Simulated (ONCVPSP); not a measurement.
# technetium: excitation energies, all-electron against ONCV

```
Element                 : Tc (Z = 43)
Generator               : ONCVPSP 4.0.1
Type                    : optimised norm-conserving Vanderbilt (ONCV)
Functional              : PBE
Relativity              : scalar-relativistic
Frozen core             : [Ar] 3d10
Valence charge          : 15
Reference configuration : 4s2 4p6 4d5 5s2
Partial waves           : 4s+5s: rc 1.95 bohr, ncon 4, nbas 7, qcut 4.7 1/bohr, 2 projectors; 4p: rc 1.80 bohr, ncon 3, nbas 7, qcut 9 1/bohr, 3 projectors, debl 0.7 Ha; 4d: rc 2.15 bohr, ncon 3, nbas 7, qcut 7.1 1/bohr, 2 projectors, debl 1.1 Ha
Local potential         : polynomial inside 1.25 bohr (lpopt 5, dvloc0 1 Ha)
Core correction         : none
```

In the p channel the program set the typed energies aside and used -1.666, 0.250, 0.950 Ha.

Energies are relative to the spin-unpolarised reference configuration 4s2 4p6 4d5 5s2; without spin polarisation the order of configurations can differ from experiment.

```csv
valence configuration,charge,ΔE all-electron (eV),error AE − PS (meV)
4s2 4p6 4d5 5s1,+1,8.154,-2.1
4s2 4p6 4d5 5s0,+2,23.005,-9.6
4s2 4p6 4d4 5s0,+3,51.711,-4.8
```

(1) What are ΔE and the potential's error for 4s2 4p6 4d5 5s1 5p1?

## Answers

(1) ΔE = 3.754 eV all-electron; the error (AE − PS) is -1.2 meV.
